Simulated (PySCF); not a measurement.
These 9 structures share the formula C8H10S. Method: PBE0-D3(BJ)/def2-SVP geometry optimisation, gas phase in PySCF 2.14.0. One conformer each; no zero-point energy, no entropy. No frequencies were run at this level. Point groups hold within 0.08 Å.

**Question.** Rank from lowest to highest electronic energy at this level (kcal/mol).
A. `[CH3:1][S:2][C:3]1=[CH:4][CH:5]=[CH:6][C:7]12[CH2:8][CH2:9]2` with C1–S2–C3–C4 0°
B. `[CH2:1]=[C:2]1[CH:3]=[C:4]([CH3:5])/[C:6]1=[CH:7]/[S:8][CH3:9]` with C6–C7–S8–C9 178°
C. `[CH3:1][S:2][c:3]1[cH:4][cH:5][c:6]([CH3:7])[cH:8][cH:9]1` with C1–S2–C3–C4 180° (methyl p-tolyl sulfide)
D. `[CH3:1][c:2]1[cH:3][cH:4][c:5]([SH:6])[cH:7][c:8]1[CH3:9]` with C4–C5–S6–H 0°
E. `[CH3:1][S:2][CH2:3][c:4]1[cH:5][cH:6][cH:7][cH:8][cH:9]1` with C1–S2–C3–C4 58°, S2–C3–C4–C5 -118°
F. `[CH3:1][CH2:2][c:3]1[cH:4][cH:5][cH:6][cH:7][c:8]1[SH:9]` with C1–C2–C3–C4 95°, C7–C8–S9–H 2° (2-ethylbenzenethiol)
G. `[CH3:1][CH:2]=[C:3]=[C:4]=[C:5]=[C:6]([CH3:7])[S:8][CH3:9]` with C5–C6–S8–C9 0°
H. `[CH3:1]/[CH:2]=[C:3]1[CH:4]=[CH:5][C:6]\1=[CH:7]\[S:8][CH3:9]` with C6–C7–S8–C9 180°
I. `[CH3:1][S:2][c:3]1[cH:4][cH:5][cH:6][c:7]([CH3:8])[cH:9]1` with C1–S2–C3–C4 0°

**Answer.** D (0.0), F (2.0), I (4.6), C (4.8), E (6.5), A (43.2), B (67.2), H (70.8), G (87.5).

As drawn, the lowest has an aromatic ring and an S–H bond, which the highest lacks; the highest has cumulated double bonds and a C=C bond outside aromatic rings, which the lowest lacks. Neighbours under 2.5 kcal/mol apart (Cc1ccc(S)cc1C and CCc1ccccc1S; CSc1cccc(C)c1 and CSc1ccc(C)cc1; CSc1ccc(C)cc1 and CSCc1ccccc1) can change places with a better method, another conformer or zero-point energy.

| SMILES | E (Eh) | E rel (kcal/mol) | dipole (D) | point group | A, B, C (MHz) |
| --- | --- | --- | --- | --- | --- |
| Cc1ccc(S)cc1C | -708.23351 | 0.0 | 1.41 | Cs | 2934, 871.3, 677.5 |
| CCc1ccccc1S | -708.23025 | 2.0 | 0.69 | C1 | 1851, 1304, 816.9 |
| CSc1cccc(C)c1 | -708.22626 | 4.6 | 1.02 | near Cs | 3055, 863.6, 679.1 |
| CSc1ccc(C)cc1 | -708.22584 | 4.8 | 1.33 | – | 4066, 759.8, 645.4 |
| CSCc1ccccc1 | -708.22313 | 6.5 | 1.38 | C1 | 2962, 829.9, 782.4 |
| CSC1=CC=CC12CC2 | -708.16466 | 43.2 | 0.55 | Cs | 2249, 1240, 856.7 |
| C=C1C=C(C)/C1=C/SC | -708.12642 | 67.2 | 2.40 | near Cs | 2251, 859.5, 627.0 |
| C/C=C1C=CC\1=C\SC | -708.12072 | 70.8 | 1.19 | Cs | 2393, 795.4, 601.6 |
| CC=C=C=C=C(C)SC | -708.09405 | 87.5 | 1.04 | C1 | 2781, 525.0, 457.3 |

**Question.** As an exercise, what shares would exp(−E/RT) give at 500 K from these electronic energies alone (no entropy, no degeneracies)?

**Answer.** RT = 0.994 kcal/mol: Cc1ccc(S)cc1C 87.2 %, CCc1ccccc1S 11.1 %, CSc1cccc(C)c1 0.9 %, CSc1ccc(C)cc1 0.7 %, CSCc1ccccc1 0.1 %, CSC1=CC=CC12CC2 under 0.1 %, C=C1C=C(C)/C1=C/SC under 0.1 %, C/C=C1C=CC\1=C\SC under 0.1 %, CC=C=C=C=C(C)SC under 0.1 %.
